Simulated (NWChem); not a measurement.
**Ionisation of sulfur trioxide (O3S)**

```xyz
4

O      0.0000     0.0000     1.4693
S      0.0000     0.0000     0.0000
O     -1.2725     0.0000    -0.7347
O      1.2725     0.0000    -0.7347
```
Charge 0, spin multiplicity 1.

Program: NWChem. Structure: optimised with PBE/def2-SVP, a minimum by its harmonic frequencies.

Basis set: def2-SVPD. The species with one electron less has spin multiplicity 2 and keeps the geometry of the parent. Δ marks differences of total energies (open shells unrestricted). −ε marks an orbital energy of the parent. That orbital need not have the symmetry of the hole or added electron in the Δ rows.

B3LYP has NWChem's definition, with VWN1-RPA local correlation. The stability of the SCF solutions was not checked.

Q: One of these methods gave a first vertical ionisation energy of 11.46 eV. Which?
A) −ε(HOMO) of r2SCAN
B) ΔB3LYP
C) G0W0@CAM-B3LYP
D) G0W0@PBE

A: D, G0W0@PBE. The others give 8.83 (−ε(HOMO) of r2SCAN), 12.84 (ΔB3LYP), 12.36 (G0W0@CAM-B3LYP).
